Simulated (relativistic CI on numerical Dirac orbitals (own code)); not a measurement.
Sensitivity of the levels of Ir XVIII to α and to the nuclear radius

Method of calculation: Dirac-Coulomb-Breit CI, separate exchange-only KLI orbitals for each configuration, derivatives by finite differences, unscaled Slater integrals, QED left out (own radial code, finite nucleus).

Configurations in the expansion (outside the closed core [Kr] 4d10): 4f¹²5s², 4f¹⁴, 4f¹³5s, 4f¹²5s5p, 4f¹³5p, 4f¹¹5s²5p, 4f¹³5d. Double excitations out of closed p, d and f shells are left out; levels of such configurations are missing from the list, as are those of other unlisted configurations, and high levels can miss mixing partners.

With x = (α/α₀)² − 1 an excitation energy changes as ω = ω₀ + qx; K = 2q/ω₀ is the relative enhancement. Terms are leading LS components, so labels can repeat. The field-shift factor is F = δν/δ⟨r²⟩ for the transition from the lowest level.

Lowest level 4f¹³5s ³F°4.

| Level | ω₀ (cm⁻¹) | q (cm⁻¹) | F (GHz/fm²) |
| --- | --- | --- | --- |
| 4f¹³5s ³F°3 | 5057 | 2231 | -1.84 |
| 4f¹⁴ ¹S0 | 7889 | 363400 | -573 |
| 4f¹³5s ³F°2 | 24982 | 22800 | 1.43 |
| 4f¹³5s ¹F°3 | 30623 | 23640 | -1.92 |
| 4f¹²5s² ³H6 | 35116 | -380200 | 601 |
| 4f¹²5s² ³F4 | 45603 | -381500 | 601 |
| 4f¹²5s² ³H5 | 58261 | -358400 | 602 |
| 4f¹²5s² ³H4 | 67443 | -356800 | 602 |
| 4f¹²5s² ³F2 | 69076 | -372100 | 602 |
| 4f¹²5s² ³F3 | 71110 | -358300 | 602 |
| 4f¹²5s² ³H4 | 89230 | -337100 | 604 |
| 4f¹²5s² ³P2 | 98107 | -360200 | 603 |
| 4f¹²5s² ¹I6 | 108878 | -361600 | 603 |
| 4f¹²5s² ³P0 | 112508 | -368400 | 600 |
| 4f¹²5s² ³P1 | 117305 | -358600 | 603 |
| 4f¹²5s² ³P2 | 123791 | -343900 | 604 |
| 4f¹²5s² ¹S0 | 196874 | -344400 | 598 |
| 4f¹²5s5p ⁵G°6 | 302041 | -330200 | 64.6 |
| 4f¹²5s5p ⁵D°4 | 314352 | -332400 | 64.3 |
| 4f¹³5p ³D3 | 320062 | 50950 | -527 |
| 4f¹³5p ³G4 | 323883 | 50640 | -527 |
| 4f¹²5s5p ⁵G°5 | 324339 | -312400 | 64.8 |
| 4f¹²5s5p ³I°6 | 327270 | -315900 | 59.7 |

At this charge transitions that keep the count of f electrons are usually good to a few per cent. Terms inside the open d or f shell come out 10 to 20 % too wide with unscaled integrals. Levels that differ in their count of f electrons can be misplaced by several ten thousand cm⁻¹, since the correlation energy of f electrons is missing or only estimated; rates across such gaps can be off by orders of magnitude. The computed lowest level isn't the tabulated ground level, which NIST ASD gives as 4f12 5s2 3H6; for such ions that label comes from theory and may be the wrong one.

Question: Which transition from the lowest level has the largest |K|?

Answer: 4f¹⁴ ¹S0 at 7889 cm⁻¹, K = 92.1.
